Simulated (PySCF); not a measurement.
C₂H₄NO (SMILES CC([NH])=O), doublet, at a GFN2-xTB geometry; PBE0/6-31G, TDA (PySCF).

The PySCF input:
```python
from pyscf import gto, scf, dft, tdscf

mol = gto.Mole()
mol.atom = '''
    O     0.52038037    1.10899932    0.47787017
    C     0.07362476    0.04155692    0.01629218
    N     0.97908963   -0.79537771   -0.38307541
    C    -1.37266602   -0.31112209   -0.09746586
    H    -1.87439289    0.42856119   -0.71790388
    H    -1.47291315   -1.29927869   -0.53410739
    H    -1.82638734   -0.28731230    0.89115672
    H     1.95127056   -0.52892976   -0.29353686
'''
mol.basis = '6-31g'
mol.spin = 1
mol.verbose = 4
mol.build()

mf = dft.UKS(mol)
mf.xc = 'pbe0'
mf.kernel()
td = mf.TDA()
td.nstates = 5
td.kernel()
td.analyze()
```

It wrote (shortened):

```
PySCF version 2.14.0

[INPUT] verbose = 4
[INPUT] num. atoms = 8
[INPUT] num. electrons = 31
[INPUT] charge = 0
[INPUT] spin (= nelec alpha-beta = 2S) = 1
[INPUT] symmetry False subgroup None
[INPUT] Mole.unit = angstrom
[INPUT] Symbol           X                Y                Z      unit          X                Y                Z       unit  Magmom
[INPUT]  1 O      0.520380370000   1.108999320000   0.477870170000 AA    0.983376379900   2.095704987129   0.903043744399 Bohr   0.0
[INPUT]  2 C      0.073624760000   0.041556920000   0.016292180000 AA    0.139130632387   0.078531197380   0.030787758172 Bohr   0.0
[INPUT]  3 N      0.979089630000  -0.795377710000  -0.383075410000 AA    1.850211252102  -1.503046037484  -0.723907609955 Bohr   0.0
[INPUT]  4 C     -1.372666020000  -0.311122090000  -0.097465860000 AA   -2.593962838297  -0.587935541402  -0.184183781895 Bohr   0.0
[INPUT]  5 H     -1.874392890000   0.428561190000  -0.717903880000 AA   -3.542089211932   0.809863276718  -1.356641716963 Bohr   0.0
[INPUT]  6 H     -1.472913150000  -1.299278690000  -0.534107390000 AA   -2.783402458770  -2.455280883584  -1.009316688206 Bohr   0.0
[INPUT]  7 H     -1.826387340000  -0.287312300000   0.891156720000 AA   -3.451371869973  -0.542941559219   1.684042134866 Bohr   0.0
[INPUT]  8 H      1.951270560000  -0.528929760000  -0.293536860000 AA    3.687366953327  -0.999532385532  -0.554704272865 Bohr   0.0

nuclear repulsion = 114.585805473569
number of shells = 28
number of NR pGTOs = 104
number of NR cGTOs = 44
basis = 6-31g
ecp = {}

******** <class 'pyscf.dft.uks.UKS'> ********
method = UKS
initial guess = minao
damping factor = 0
level_shift factor = 0
DIIS = <class 'pyscf.scf.diis.CDIIS'>
diis_start_cycle = 1
diis_space = 8
diis_damp = 0
SCF conv_tol = 1e-09
SCF conv_tol_grad = None
SCF max_cycles = 50
direct_scf = True
direct_scf_tol = 1e-13
number electrons alpha = 16  beta = 15
XC library pyscf.dft.libxc version 7.1.2
    S. Lehtola, C. Steigemann, M. J. T. Oliveira, and M. A. L. Marques,  SoftwareX 7, 1–5 (2018)
XC functionals = pbe0
    C. Adamo and V. Barone,  J. Chem. Phys. 110, 6158 (1999)
    M. Ernzerhof and G. E. Scuseria,  J. Chem. Phys. 110, 5029 (1999)
radial grids:
    Treutler-Ahlrichs [JCP 102, 346 (1995); DOI:10.1063/1.469408] (M4) radial grids

becke partition: Becke, JCP 88, 2547 (1988); DOI:10.1063/1.454033
pruning grids: <function nwchem_prune>
grids dens level: 3
symmetrized grids: False
atomic radii adjust function: <function treutler_atomic_radii_adjust>
small_rho_cutoff = 0
Set gradient conv threshold to 3.16228e-05
tot grids = 95456
init E= -208.752265286197

cycle= 1 E= -208.094819898348  delta_E= 0.657  |g|= 0.515  |ddm|= 1.98
cycle= 2 E= -207.331445421337  delta_E= 0.763  |g|= 1.39  |ddm|= 1.73
cycle= 3 E= -208.189225819339  delta_E= -0.858  |g|= 0.226  |ddm|= 1.47
cycle= 4 E= -208.211421239376  delta_E= -0.0222  |g|= 0.0992  |ddm|= 0.288
cycle= 5 E= -208.215596178743  delta_E= -0.00417  |g|= 0.0323  |ddm|= 0.0887
cycle= 6 E= -208.21594685113  delta_E= -0.000351  |g|= 0.0235  |ddm|= 0.0354
cycle= 7 E= -208.216199411372  delta_E= -0.000253  |g|= 0.0126  |ddm|= 0.0286
cycle= 8 E= -208.216311992663  delta_E= -0.000113  |g|= 0.00429  |ddm|= 0.0289
cycle= 9 E= -208.216330896861  delta_E= -1.89e-05  |g|= 0.00237  |ddm|= 0.0145
cycle= 10 E= -208.216335847179  delta_E= -4.95e-06  |g|= 0.000595  |ddm|= 0.00864
cycle= 11 E= -208.216336138996  delta_E= -2.92e-07  |g|= 0.00012  |ddm|= 0.00257
cycle= 12 E= -208.216336159105  delta_E= -2.01e-08  |g|= 3.26e-05  |ddm|= 0.000579
cycle= 13 E= -208.21633616134  delta_E= -2.23e-09  |g|= 1.34e-05  |ddm|= 0.000143
cycle= 14 E= -208.21633616156  delta_E= -2.2e-10  |g|= 4.82e-06  |ddm|= 6.14e-05
Extra cycle  E= -208.216336161491  delta_E= 6.93e-11  |g|= 1.34e-05  |ddm|= 1.66e-05
converged SCF energy = -208.216336161491  <S^2> = 0.75611632  2S+1 = 2.006107

******** <class 'pyscf.tdscf.uks.TDA'> for <class 'pyscf.dft.uks.UKS'> ********
nstates = 5
deg_eia_thresh = 1.000e-03
wfnsym = None
conv_tol = 1e-05
eigh lindep = 1e-12
eigh level_shift = 0
eigh max_cycle = 100

Excitation energies (eV)
[0.37862323 2.39057599 4.52233116 5.16298574 5.50437704]

** Excitation energies and oscillator strengths **
Excited State   1:      0.37862 eV   3274.61 nm  f=0.0002
      15b ->   16b     -0.99729
Excited State   2:      2.39058 eV    518.64 nm  f=0.0384
      16a ->   17a     -0.24705
      14b ->   16b      0.92782
      15b ->   17b     -0.21903
Excited State   3:      4.52233 eV    274.16 nm  f=0.0000
      10b ->   16b      0.26367
      13b ->   16b      0.95781
Excited State   4:      5.16299 eV    240.14 nm  f=0.0009
      16a ->   17a     -0.67293
      15b ->   17b      0.73113
Excited State   5:      5.50438 eV    225.25 nm  f=0.0070
      16a ->   17a      0.11491
       9b ->   16b     -0.26461
      11b ->   16b      0.35577
      12b ->   16b     -0.87761
      15b ->   17b      0.11988

** Transition electric dipole moments (AU) **
state          X           Y           Z        Dip. S.      Osc.
  1         0.0040     -0.0591      0.1329      0.0212      0.0002
  2        -0.1957      0.7152      0.3240      0.6548      0.0384
  3        -0.0006      0.0086     -0.0192      0.0004      0.0000
  4        -0.0383      0.0694      0.0320      0.0073      0.0009
  5        -0.0690     -0.1995     -0.0867      0.0521      0.0070

** Transition velocity dipole moments (imaginary part, AU) **
state          X           Y           Z        Dip. S.      Osc.
  1        -0.0010      0.0147     -0.0331      0.0013      0.0630
  2         0.0056     -0.1121     -0.0500      0.0151      0.1145
  3         0.0002     -0.0035      0.0078      0.0001      0.0003
  4        -0.0021     -0.0011     -0.0004      0.0000      0.0000
  5         0.0205     -0.0296     -0.0138      0.0015      0.0049

** Transition magnetic dipole moments (imaginary part, AU) **
state          X           Y           Z
  1        -0.3116      0.3673      0.1727
  2         0.0034     -0.0509      0.1145
  3         0.4954      0.2438      0.0937
  4        -0.0002      0.0033     -0.0075
  5         0.0170     -0.2534      0.5696
```
